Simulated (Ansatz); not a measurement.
The cluster Zn₇Te₆⁺, 13 atoms. Hardware: 2 threads of AMD EPYC 7R13 on a shared host and a share (18 GiB) of an NVIDIA H100 80GB HBM3.

In the def2 sets Te takes a core potential; there is no spin–orbit coupling. Correlated methods freeze 87 core orbitals; core or outer-core shells of Te are correlated, in sets that lack core-valence functions. Single mean-field runs in def2-TZVP are fitted with def2-universal-jkfit.

Question: How many basis functions does each of these Ansatz runs have, and roughly what does it cost? RPA@PBE/def2-SVP, charge 1 doublet, energy, from earlier orbitals; PBE-D4/def2-SVP, charge 1 doublet, relaxation, 29 steps; MP2/def2-SVP, charge 1 doublet, energy, from earlier orbitals; r2SCAN-D4/def2-TZVP, charge 1 doublet, energy, from earlier orbitals; PBE0-D4/def2-SVP, charge 1 doublet, energy, from earlier orbitals; PBE-D4/def2-SVP, charge 1 doublet, energy with a search over starts; PBE-D4/def2-TZVP, charge 1 doublet, energy and forces, from earlier orbitals; PBE0-D4/def2-TZVP, charge 1 doublet, energy, from earlier orbitals; BLYP-D4/def2-TZVP, charge 1 doublet, energy, from earlier orbitals; PBE-D4/def2-SVP, charge 1 doublet, energy, from earlier orbitals.

Answer: Other jobs shared the machine, so times can vary by a factor of up to 3.

```
                                                                         run  functions  fitting or Cholesky vectors  wall time  peak host memory (GiB)
            PBE-D4/def2-SVP, charge 1 doublet, energy, from earlier orbitals        373                         4426        7 s                     1.2
          BLYP-D4/def2-TZVP, charge 1 doublet, energy, from earlier orbitals        636                         3156      9.5 s                     1.2
           PBE0-D4/def2-SVP, charge 1 doublet, energy, from earlier orbitals        373                         4079       11 s                     1.1
               MP2/def2-SVP, charge 1 doublet, energy, from earlier orbitals        373                         4079       13 s                       1
          PBE0-D4/def2-TZVP, charge 1 doublet, energy, from earlier orbitals        636                         3156       14 s                     1.2
PBE-D4/def2-TZVP, charge 1 doublet, energy and forces, from earlier orbitals        636                         3156       15 s                     1.2
        r2SCAN-D4/def2-TZVP, charge 1 doublet, energy, from earlier orbitals        636                         3156       15 s                     1.5
           RPA@PBE/def2-SVP, charge 1 doublet, energy, from earlier orbitals        373                         4079       18 s                     2.1
         PBE-D4/def2-SVP, charge 1 doublet, energy with a search over starts        373                         4426       28 s                     1.4
                     PBE-D4/def2-SVP, charge 1 doublet, relaxation, 29 steps        373                         4426    3.6 min                     1.1
```
